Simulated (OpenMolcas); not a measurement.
Cr2+: moving or changing the point charges

Cr2+ among 8 point charges of -1.5 e arranged as a cube (Oh), 1.87 Å from the ion.

* Program: OpenMolcas 26.06
* Method: CASSCF
* Basis: ANO-RCC-VDZP [5s4p2d1f]
* Scalar Hamiltonian: DKH2, point nucleus
* Active space: 4 electrons in 5 orbitals (3d)
* State averaging: 2S+1 = 5 even, 5 roots; 2S+1 = 3 even, 45 roots; 2S+1 = 1 even, 50 roots
* Spin-orbit coupling: RASSI with atomic mean-field integrals over the reference wave functions

Runs around this geometry, states (labels of O, the rotations of Oh). Energies in cm-1 above the lowest state or level, χT in cm3 K/mol; under a threefold ground state the first gap can be a small split of the lowest multiplet, not the spin-orbit step.

```json
{"R (Å)": "1.87", "q (e)": "-0.98", "Ground state": "5T2", "First state of that spin": "5E 4579", "First gap with spin-orbit (degeneracies)": "13.9 (1, 3)", "χT at 300 K": "2.600", "First state of another spin": "3T1 15768"}
{"R (Å)": "1.7", "q (e)": "-1.5", "Ground state": "5T2", "First state of that spin": "5E 11122", "First gap with spin-orbit (degeneracies)": "9.7 (1, 3)", "χT at 300 K": "2.628", "First state of another spin": "1A1 8913"}
{"R (Å)": "1.87", "q (e)": "-1.5", "Ground state": "5T2", "First state of that spin": "5E 7263", "First gap with spin-orbit (degeneracies)": "10.7 (1, 3)", "χT at 300 K": "2.617", "First state of another spin": "3T1 13069"}
{"R (Å)": "1.99", "q (e)": "-1.5", "Ground state": "5T2", "First state of that spin": "5E 5494", "First gap with spin-orbit (degeneracies)": "12.5 (1, 3)", "χT at 300 K": "2.605", "First state of another spin": "3T1 14869"}
```

Taking the first state of the same spin as R^-n, n = -ln(5494 / 11122) / ln(1.99 / 1.7) = 4.5 between the shortest and longest distance.

Scaling the charges by -0.98 / -1.5 = 0.65 scales the first state of the same spin by 4579 / 7263 = 0.63; with fixed orbitals a first-order splitting would follow the charge.

An orbital triplet at a regular site is open to Jahn-Teller coupling, which can distort the site and quench the lowest spin-orbit gaps and is left out. Without dynamic correlation the repulsion within the d shell is too large (B by tens of per cent), so at a given field states of lower spin stand too high. The ground term spreads over less than 5000 cm-1, several times less than with real ligands, so orbital moments are less quenched and χT lies further from the spin-only value than at real sites (holds for R = 1.87, q = -0.98). This is an electrostatic model: the charges have no orbitals. No measured value stands beside these numbers.
